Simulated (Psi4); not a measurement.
hexamethyldisilane (C₆H₁₈Si₂), singlet, at a GFN2-xTB geometry. Base run: B3LYP/3-21G run with Psi4.

Here is a job for Psi4.
```
memory 2 GB

molecule mol {
0 1
C    -1.852504   -0.753413   -1.644915
Si   -1.157515   -0.192529    0.048678
C    -2.115429    1.384647    0.559338
C    -1.594278   -1.556396    1.319491
Si    1.157515    0.192529   -0.048678
C     1.852504    0.753413    1.644915
C     1.594278    1.556396   -1.319491
C     2.115429   -1.384647   -0.559338
H    -1.381223   -1.673396   -1.977708
H    -1.677301   -0.002522   -2.409568
H    -2.923368   -0.932337   -1.603007
H    -3.186770    1.209602    0.605246
H    -1.800503    1.736112    1.537357
H    -1.947206    2.192305   -0.146790
H    -2.664673   -1.736777    1.366778
H    -1.116141   -2.497700    1.065405
H    -1.265515   -1.283019    2.317692
H     2.923368    0.932337    1.603007
H     1.381223    1.673396    1.977708
H     1.677301    0.002522    2.409568
H     1.265515    1.283019   -2.317692
H     1.116141    2.497700   -1.065405
H     2.664673    1.736777   -1.366778
H     1.800503   -1.736112   -1.537357
H     1.947206   -2.192305    0.146790
H     3.186770   -1.209602   -0.605246
}

set {
  basis 3-21g
  reference rks
}

energy('b3lyp')
print_variables()
```

The base run was repeated with changes; each row names its change, and settings that it needs were set with it.

| change | ΔE vs base (mEh) | point group used | SCF cycles |
|---|---|---|---|
| base | 0.000 | ci | 7 |
| molecule keys = symmetry c1, no_reorient, no_com | 0.000 | c1 | 7 |
| molecule keys = no_reorient | 0.000 | ci | 7 |
| jitter_ang = 0.002 | 0.211 | c1 | 8 |
| molecule keys = symmetry c1 | 0.000 | c1 | 7 |
